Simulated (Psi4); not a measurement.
GaO, doublet, at a GFN2-xTB geometry (such geometries of metal compounds can be far from the true shape).

Input for Psi4:
```
memory 2 GB

molecule {
0 2
Ga   -0.00000000   -0.00000000   -0.33770072
O     0.00000000    0.00000000    1.30859028
}

set {
  basis cc-pvtz
  reference uks
}

energy('r2scan')
print_variables()
```

### Question
Predict the dipole moment from R2SCAN/cc-pVTZ in Psi4.

### Answer
3.41 D

### Question
Estimate the nuclear repulsion energy that R2SCAN/cc-pVTZ returns for this input.

### Answer
79.7161 Eh

### Question
Estimate the <S^2> that R2SCAN/cc-pVTZ returns for this input.

### Answer
0.761

### Question
Estimate the total energy that R2SCAN/cc-pVTZ returns for this input.

### Answer
-2000.0445 Eh

### Question
Estimate the number of basis functions that R2SCAN/cc-pVTZ returns for this input.

### Answer
73

These values belong to the state on which the SCF converged, which isn't shown to be the lowest.
